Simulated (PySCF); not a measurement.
# Computed properties of Sn(Cl)3(NHMe) (CH₄Cl₃NSn), SMILES C[NH][Sn]([Cl])([Cl])[Cl]

Sn(Cl)3(NHMe) (CH4Cl3NSn), SMILES C[NH][Sn]([Cl])([Cl])[Cl]. Geometry: B3LYP-D3(BJ)/def2-SVP. The def2 effective core potentials stand for the cores of Sn; spin–orbit coupling is left out. One conformer was computed; it need not be the lowest. All values are computed for the isolated molecule unless a solvent is named; none is compared with measurement here.

**Structure.** All 24 harmonic modes at B3LYP-D3(BJ)/def2-SVP (PySCF) are real, so it is a minimum. With heavy atoms numbered as in [CH3:1][NH:2][Sn:3]([Cl:4])([Cl:5])[Cl:6], the shortest bond between them is C1–N2 at 1.461 Å and the longest Sn3–Cl6 at 2.360 Å.

**Vibrations.** The strongest infrared lines (harmonic, unscaled, degenerate partners summed) lie at 484 cm⁻¹ (75 km/mol, N 47 %, H 36 %, Sn 10 %), 1102 cm⁻¹ (67 km/mol, H 43 %, N 32 %, C 25 %), 2990 cm⁻¹ (67 km/mol, H 96 %). The softest mode is at 33 cm⁻¹ and the zero-point energy is 35.8 kcal/mol.

**Electronic structure.** M06-2X/def2-TZVP (PySCF) places the frontier levels at -9.13 and -1.68 eV, a gap of 7.45 eV, and gives a dipole moment of 2.92 D and a mean polarisability of 93.6 bohr³.

**Excitations.** TDA-M06-2X/def2-SVPD (PySCF) has S1 at 4.48 eV (277 nm, f = 0.048, weak); the most intense of the 10 singlets computed lies at 6.11 eV (f = 0.07). T1 (TDA) is at 3.88 eV, 0.60 eV under S1. No vertical singlet excitation falls in the visible range (under 3.1 eV).
